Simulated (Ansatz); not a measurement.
`B[C](=C)[AlH][F]` + H₂S → `BS` + `C=[CH][AlH][F]` at 298.15 K and 1 bar (ligand exchange at a B–C bond).

Computed with Ansatz on PBE0-D4/def2-TZVP structures; ΔE is electronic, products minus reactants. CCSD(T)/CBS is the MP2 limit (def2-TZVPP, def2-QZVPP) plus CCSD(T) − MP2 in def2-TZVPP, frozen cores. This one scheme is used for every species. One conformer a species, not always the lowest.

| species | CCSD(T)/CBS energy (Eh) | H − E (kJ/mol) | S (J/(mol·K)) |
| --- | --- | --- | --- |
| `B[C](=C)[AlH][F]` | -445.74843 | 184.5 | 359.9 |
| H₂S | -398.97279 | 49.9 | 205.7 |
| `BS` | -424.38198 | 90.6 | 245.0 |
| `C=[CH][AlH][F]` | -420.36993 | 151.6 | 312.4 |

H − E and S are ideal-gas, rigid-rotor, harmonic terms from PBE0-D4/def2-TZVP, for one conformer and one mirror image of each species. 1 Eh = 2625.50 kJ/mol, R = 8.31446 J/(mol·K).

Question: By hand: ΔE, ΔH, ΔS and ΔG.

Answer: ΔE = (-424.38198) + (-420.36993) − (-445.74843) − (-398.97279) = -0.03069 Eh = -80.6 kJ/mol. Δ(H − E) = 90.6 + 151.6 − 184.5 − 49.9 = 7.8, so ΔH = -72.8 kJ/mol. ΔS = 245.0 + 312.4 − 359.9 − 205.7 = -8.2 J/(mol·K). ΔG = -72.8 − 298.15 × (-8.2)/1000 = -70.4 kJ/mol.

Question: By hand: the equilibrium constant, and the temperature at which ΔG would vanish if ΔH and ΔS stayed fixed.

Answer: log₁₀ K = −ΔG/(RT ln 10) = 12.3. ΔG = 0 at ΔH/ΔS = 8878 K, far beyond where these terms or the molecules hold.

The number of gas molecules stays the same, so ΔS is small and ΔH decides. A doubt of 5 kJ/mol in ΔE shifts log₁₀ K by 0.9 here. Other conformers and mirror images would add mixing entropy, several J/(mol·K) or more a flexible species. Modes under 60 cm⁻¹, often nearly free rotors, make the harmonic entropy too high. These are equilibria of isolated gas molecules and say nothing of rates. Largest T1 diagnostic: 0.015 (customary marks: 0.02 for closed shells, 0.045 for open ones).
